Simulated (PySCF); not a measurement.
BrCl2Si, multiplicity 2. Atoms are numbered in the order given.

```xyz
4

Si    -0.5142     0.5783     0.0000
Br     1.6337    -0.0712     0.0000
Cl    -1.4701    -0.1648     1.6927
Cl    -1.4701    -0.1648    -1.6927
```
Charge 0, spin multiplicity 2.

Geometry optimised at PBE-D3(BJ)/def2-SVP.

Calculation: PBE-D3(BJ)/def2-SVP (PySCF).

Frequencies are harmonic and unscaled.

```
mode  ν (cm⁻¹)  IR (km/mol)  moving atoms (share of kinetic energy)
----  --------  -----------  --------------------------------------
1          126          0.6               Cl 65 %, Br 21 %, Si 14 %
2          137          0.8                        Cl 68 %, Br 28 %
3          202          3.3                Cl 58 %, Si 34 %, Br 9 %
4          387         30.4               Si 62 %, Br 19 %, Cl 18 %
5          522        130.8                        Si 64 %, Cl 33 %
6          566        140.5                        Si 64 %, Cl 36 %
```
